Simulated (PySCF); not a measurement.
Gas-phase reaction: 2 SnH2F2 ⇌ SnH3F + HF + SnF2

Computed with PySCF (xtb for GFN2) and rigid-rotor harmonic-oscillator thermochemistry at 1 bar. † marks an energy on the PBE0/def2-TZVP geometry and frequencies; other levels use their own. MP2 and CCSD(T) freeze the core. All species are closed-shell singlets. Sn: scalar-relativistic def2 core potential, no spin-orbit coupling. SnH2F2, SnH3F: computed as isolated molecules; such fragments, hydroxides, amides, oligomers or adducts are transient or little studied in the gas. MP2 isn't extrapolated to the basis-set limit; its ΔH°(298 K) is 30.8 kJ in def2-SVP and -1.8 kJ in def2-TZVPP. CCSD(T) isn't extrapolated to the basis-set limit; its ΔH°(298 K) is 17.8 kJ in def2-SVP and 7.5 kJ in def2-TZVPP. The harmonic model lacks anharmonicity and excited electronic states, which grow with temperature; levels with a mode under 35 cm⁻¹ are left out.

```csv
level,"ΔE electronic, kJ","ΔH°(298 K), kJ","ΔS°(298 K), J/K","ΔG°(1400 K), kJ"
BLYP/def2-TZVP†,-27,-23,136,-206
CCSD(T)/def2-SVP†,14,18,136,-165
GFN2-xTB,-154,-144,125,-305
HF/def2-TZVP†,20,23,136,-160
MP2/def2-SVP†,27,31,136,-152
MP2/def2-TZVPP†,-5,-2,136,-185
PBE0/def2-QZVP†,-1,3,136,-180
PBE0/def2-TZVP,3,7,136,-176
r2SCAN/def2-TZVP†,15,19,136,-164
LDA/def2-TZVP†,13,17,136,-166
ωB97M-V/def2-TZVP†,9,12,136,-170
```
ΔH° is lowest at GFN2-xTB and highest at MP2/def2-SVP†. No reference value is set beside these.
